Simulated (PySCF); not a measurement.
Vertical excitations of a molecule C₂H₁₂OSi₃ from PySCF with TDA-B3LYP/def2-SVPD, as energy in eV (oscillator strength): 5.82 (0.043), 6.31 (0.020), 6.59 (0.037), 6.65 (0.020), 6.76 (0.079), 6.89 (0.007). Lowest triplet (TDA): 5.25 eV. Geometry optimised at r2SCAN-D4/def2-SVP. Other conformers were not sampled.

Question: Which structure fits?
(A) [SiH3]OCC([SiH3])[SiH3]
(B) CCO[SiH2][SiH2][SiH3]
(C) O[C@@H]([SiH3])[SiH2]C[SiH3]
(D) CO[Si@@H](C)[SiH2][SiH3]

Answer: B, CCO[SiH2][SiH2][SiH3]
